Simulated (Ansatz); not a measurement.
`BC(=C)BO` + HCl → `OBCl` + `BC=C`  (ligand exchange at a B–C bond)

Calculated with Ansatz (gas phase, PBE0-D4/def2-TZVP geometries, no zero-point term in ΔE). CCSD(T)/CBS adds triple-zeta CCSD(T) − MP2 to the extrapolated MP2 energy (def2 sets, frozen cores). This one scheme is used for every species. DFT in def2-TZVPP. HSE06 is defined as in plane-wave codes. One conformer a species, not always the lowest.

| level | ΔE (kJ/mol) | difference from CCSD(T)/CBS |
| --- | --- | --- |
| LDA (SPW92) | -73.5 | 3.4 |
| r2SCAN-D4 | -82.2 | -5.3 |
| B97M-V | -80.9 | -4.0 |
| r2SCAN0-D4 | -81.4 | -4.5 |
| HSE06-D4 | -78.4 | -1.5 |
| BHLYP-D4 | -79.8 | -2.9 |
| r2SCANh | -83.0 | -6.1 |
| HSE06 | -81.3 | -4.4 |
| LC-ωPBE | -80.1 | -3.2 |
| RPA@PBE/def2-TZVPP | -74.0 | 2.9 |
| HF/def2-SVP | -91.5 | -14.6 |
| CCSD/def2-SVP | -86.7 | -9.8 |
| HF/def2-TZVPP | -87.3 | -10.4 |
| MP2/def2-TZVPP | -79.4 | -2.5 |
| HF/def2-QZVPP | -86.7 | -9.8 |
| HF/CBS(def2) | -86.6 | -9.7 |
| CCSD(T)/CBS | -76.9 | 0 |

Largest T1 diagnostic among the species: 0.013.

At CCSD(T), def2-SVP lies −8.6 kJ/mol from the extrapolated value and def2-TZVPP +0.3 kJ/mol. The D4 term adds +5.1 kJ/mol with B3LYP and +3.0 kJ/mol with PBE0; it sums over pairs of atoms, weighted by their polarisabilities, and B3LYP, whose exchange is more repulsive, gets the larger term. In def2-TZVPP, CCSD(T) changes the Hartree–Fock value by +10.7 kJ/mol (the triples alone add +1.0 kJ/mol) and MP2 by +7.9 kJ/mol.

B3LYP here is the variant with VWN-RPA as its local correlation; programs differ in this.
